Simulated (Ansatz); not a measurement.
Stepwise reaction of `N[Si](F)(Cl)Cl` with water, as a gas-phase model of exchange steps in deposition or etching. ΔE in kJ/mol; ΔG adds harmonic PBE0-D4 terms to CCSD(T)/CBS, at 1 bar.

Calculated with Ansatz (gas phase, PBE0-D4/def2-TZVP geometries, no zero-point term in ΔE). CCSD(T)/CBS is the MP2 limit (def2-TZVPP, def2-QZVPP) plus CCSD(T) − MP2 in def2-TZVPP, frozen cores. This one scheme is used for every species. DFT in def2-TZVPP. B3LYP here is the variant with VWN-RPA as its local correlation; programs differ in this. Each species was taken in one conformer, which may not be the lowest.

```
step                                        reaction  PBE-D4  B3LYP-D4  ωB97M-V  CCSD(T)/CBS  ΔG(500 K)
   1  `N[Si](F)(Cl)Cl` + H₂O → `N[Si](O)(F)Cl` + HCl    -8.7     -16.3    -15.2        -14.5      -13.6
   2    `N[Si](O)(F)Cl` + H₂O → `N[Si](O)(O)F` + HCl    -5.5     -13.9    -12.6        -11.8      -14.0
```

Question: By hand: ΔE of the 2 steps together at CCSD(T)/CBS.

Answer: (-14.5) + (-11.8) = -26.3 kJ/mol, or -13.2 kJ/mol a step.

In ΔE the steps differ by no more than 2.7 kJ/mol. All are downhill at CCSD(T)/CBS. ΔG lies between -14.0 and -13.6 kJ/mol a step. PBE-D4 differs from CCSD(T)/CBS by 5.8 to 6.3 kJ/mol a step. Isolated molecules leave out the surface, adducts and barriers. Largest T1 diagnostic: 0.011.
